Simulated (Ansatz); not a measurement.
Basis sets compared for Ge14NH24, a doped nanocrystal cut from the lattice of germanium (N on an inner site). The state is a doublet with charge 0. Geometry PBE-D4/def2-SVP. Ansatz on 4 threads of AMD EPYC 7R13 on a shared host and a share (37 GiB) of an NVIDIA H100 80GB HBM3; times are rough, and most runs start from earlier orbitals.

```xyz
39

Ge    1.498    0.118   -0.999
Ge    0.389    3.178    1.461
Ge    2.358   -4.086   -0.610
Ge    0.485   -1.675    2.030
Ge   -1.749    2.443   -1.838
Ge   -2.085    0.043    1.337
Ge   -1.252   -2.299   -0.627
Ge    0.039    1.044   -2.742
Ge    0.518   -3.290   -1.998
Ge   -0.782    4.197   -0.432
Ge    2.230    1.809    0.622
Ge   -1.234    1.868    2.736
Ge    2.638   -2.551    1.263
Ge   -3.312    1.149   -0.475
N    -0.651   -1.025    0.650
H     2.805   -0.385   -1.735
H     0.957    4.303    2.383
H     3.672   -4.227   -1.431
H     1.982   -5.488   -0.049
H     0.712   -0.461    2.974
H    -0.284   -2.780    2.825
H    -2.538    3.099   -3.015
H    -3.038   -0.892    2.163
H    -2.258   -1.529   -1.527
H    -2.028   -3.428    0.126
H     0.874    1.905   -3.742
H    -0.591   -0.118   -3.567
H     1.011   -2.286   -3.074
H    -0.147   -4.487   -2.744
H     0.221    5.043   -1.270
H    -1.902    5.149    0.080
H     3.281    2.762   -0.032
H     2.941    1.113    1.821
H    -0.670    1.400    4.106
H    -2.478    2.764    3.025
H     3.606   -1.392    0.906
H     3.245   -3.306    2.487
H    -4.175    0.180   -1.331
H    -4.286    2.133    0.242
```

Single mean-field runs in def2-SVP, def2-TZVP are fitted with def2-universal-jkfit. Another isomer (doublet) lies 0.53 eV lower at PBE0-D4/def2-TZVP; other spin states weren't run for this one.

Binding counts from free atoms (Ge triplet, N quartet, H doublet) in the same basis, without a counterpoise term.

```csv
level,functions,energy (Eh),HOMO (eV),LUMO (eV),binding per atom (eV),wall time
PBE-D4/def2-SVP,582,-29139.2755,-4.54,-3.70,2.84,14 s
PBE0-D4/def2-SVP,582,-29140.0706,-5.56,-2.94,2.83,20 s
```

Task: Estimate the rows for PBE-D4/def2-TZVP (with forces), PBE0-D4/def2-TZVP.

Result: 
```tsv
level	functions	energy (Eh)	HOMO (eV)	LUMO (eV)	binding per atom (eV)	wall time
PBE-D4/def2-TZVP (with forces)	847	-29143.0118	-4.64	-3.80	2.84	19 s
PBE0-D4/def2-TZVP	847	-29143.7920	-5.62	-3.00	2.83	26 s
```
